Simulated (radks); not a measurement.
Valence configurations of the oxygen ion O2+ (all share [He]). Method: Dirac Kohn-Sham, PBE, spin-unpolarised, spherical densities, point nucleus; open shells fill j = l - 1/2 first; computed with a radial shooting solver on a logarithmic mesh with Libxc functionals. Energies are relative to 2s2 2p2; eigenvalues in eV.

valence      E (eV)  e(2p1/2)  e(2p3/2)  e(2s1/2)
2s2 2p2       0.000   -43.263         -   -58.334
2s1 2p3      15.151   -42.953   -42.901   -58.080
2s1.5 2p2.5   7.569   -43.103   -43.051   -58.202
2p4          30.357   -42.681   -42.630         -
2s0.5 2p3.5  22.747   -42.813   -42.761   -57.967

NIST lists [He] 2s2 2p2 as the ground configuration; this level of theory agrees among the configurations tried. The energies are those of spherical spin-averaged densities, not of single terms.
